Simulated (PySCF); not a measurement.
## Mo²⁺: excitation energy

Mo²⁺ [Kr] 4d4 (5D) → Mo²⁺ [Kr] 4d3 5p1 (high-spin determinant), as a difference of total energies. Computed with PySCF 2.14 in aug-cc-pVDZ-PP with ECP28MDF (5s5p4d2f, 54 functions), with scalar relativity through the core potential. Correlated levels: valence: 4s2 4p6 frozen. The calculations carry no spin-orbit coupling.

```json
{"method": "UHF", "excitation energy (cm⁻¹)": "73875"}
{"method": "MP2 (valence)", "excitation energy (cm⁻¹)": "75180"}
{"method": "SCS-MP2 (valence)", "excitation energy (cm⁻¹)": "74310"}
{"method": "CCSD (valence)", "excitation energy (cm⁻¹)": "74718"}
{"method": "CCSD(T) (valence)", "excitation energy (cm⁻¹)": "74542"}
```

The determinant of the upper state mixes LS terms, which raises its energy above the lowest term, most at the Hartree-Fock and MP2 levels.
